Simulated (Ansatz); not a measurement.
# Ligand exchange: InH3 + C3H6S → InH2(SH) + C3H6

Species: InH3 `[InH3]`, singlet; C3H6S (allyl mercaptan) `C=CCS`, singlet; InH2(SH), singlet; C3H6 (propene) `C=CC`, singlet. The partners trade H for SH: In–H and C–SH bonds give way to In–SH and C–H.

Shapes, held fixed at every level: PBE0-D4/def2-TZVP. Flexible molecules stand in one conformer, not always the lowest. Programs: Ansatz 0.2.0. The zero-point and thermal change to 298 K, harmonic and unscaled (PBE0-D4/def2-TZVP), is +10.5 kJ/mol.

```
                level                   kind  ΔH(298 K) (kJ/mol)  less CCSD(T)/def2-TZVPP
          HF/def2-SVP           Hartree–Fock              -156.0                     -8.4
 r2SCAN-D4/def2-TZVPP               meta-GGA              -152.4                     -4.8
  B3LYP-D4/def2-TZVPP          global hybrid              -147.4                     +0.2
r2SCAN0-D4/def2-TZVPP          global hybrid              -152.2                     -4.6
    B2PLYP/def2-TZVPP          double hybrid              -152.0                     -4.4
        CCSD/def2-SVP  coupled cluster or CI              -148.0                     -0.4
      CCSD/def2-TZVPP  coupled cluster or CI              -148.1                     -0.5
   CCSD(T)/def2-TZVPP  coupled cluster or CI              -147.6                      0.0
```

The highest level, CCSD(T)/def2-TZVPP, gives ΔH(298 K) = -147.6 kJ/mol; the levels span -156.0 to -147.4. The column of differences is taken from that level and isn't an error. No measured value is set beside it here. For atoms past krypton def2 sets carry core potentials with scalar relativity. Correlated rows may include outer-core shells of In, which these sets cover unevenly.
